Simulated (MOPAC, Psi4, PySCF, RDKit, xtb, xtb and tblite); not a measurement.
Two geometries of C₉H₁₀O, SMILES c1(C=C)c(OC)cccc1, relaxed at GFN2-xTB with one dihedral held; other torsions can differ between them too.

Structure A

```
20

C      2.7052    -1.8253     0.2571
C      1.7694    -1.2754    -0.5024
C      0.4833    -0.7885     0.0234
C     -0.2214    -1.6618     0.8568
C     -1.4597    -1.3529     1.3772
C     -2.0364    -0.1306     1.0698
C     -1.3565     0.7570     0.2666
C     -0.0980     0.4544    -0.2625
O      0.4304     1.4920    -0.9757
C      1.7115     1.4384    -1.5513
H      2.6020    -1.8855     1.3280
H      3.6170    -2.2178    -0.1601
H      1.9096    -1.2291    -1.5740
H      0.2263    -2.6210     1.0724
H     -1.9741    -2.0595     2.0104
H     -3.0088     0.1310     1.4589
H     -1.7733     1.7222     0.0243
H      1.7142     0.8493    -2.4733
H      1.9604     2.4717    -1.7969
H      2.4567     1.0424    -0.8571
```

Structure B

```
20

C      2.6969    -1.7461     0.0288
C      1.8004    -0.8768    -0.4213
C      0.4572    -0.6731     0.1079
C     -0.1705    -1.5979     0.9366
C     -1.4492    -1.3869     1.4169
C     -2.1275    -0.2332     1.0700
C     -1.5320     0.7041     0.2427
C     -0.2454     0.5001    -0.2388
O      0.4054     1.3818    -1.0536
C     -0.3408     2.3927    -1.6843
H      2.5107    -2.3952     0.8676
H      3.6687    -1.8323    -0.4264
H      2.0579    -0.2256    -1.2454
H      0.3486    -2.5085     1.1921
H     -1.9166    -2.1218     2.0549
H     -3.1276    -0.0566     1.4373
H     -2.0791     1.5973    -0.0161
H     -0.6794     3.1524    -0.9716
H      0.3371     2.8564    -2.3998
H     -1.2053     1.9820    -2.2154
```

Task: Which is lower in energy at the level Psi4 with B3LYP-D3(BJ)/def2-SVP // GFN2-xTB, and by how much?

Result: B is lower, by 7.30 kcal/mol (dihedral C3–C8–O9–C10: 0° in A, 165° in B).

E(B) − E(A) in kcal/mol at the other levels, on the same two geometries: GFN2-xTB (xtb and tblite) -4.46; MMFF94 // GFN2-xTB (RDKit) -5.28; B3LYP/def2-SVP // GFN2-xTB (Psi4) -7.93; PBE/def2-SVP // GFN2-xTB (Psi4) -7.66; PBE-D3(BJ)/def2-SVP // GFN2-xTB (Psi4) -7.27; UFF // GFN2-xTB (RDKit) -7.45; AM1, restricted, heats of formation // GFN2-xTB (MOPAC) -4.18; PM7, restricted, heats of formation // GFN2-xTB (MOPAC) -2.86; GFN1-xTB // GFN2-xTB (xtb) -4.20; restricted B3LYP/6-31G*, spherical d, density fitting // GFN2-xTB (PySCF) -7.24; restricted B3LYP/3-21G, density fitting // GFN2-xTB (PySCF) -7.45; restricted Hartree-Fock/3-21G, density fitting // GFN2-xTB (PySCF) -7.27; restricted Hartree-Fock/6-31G*, spherical d, density fitting // GFN2-xTB (PySCF) -7.17.
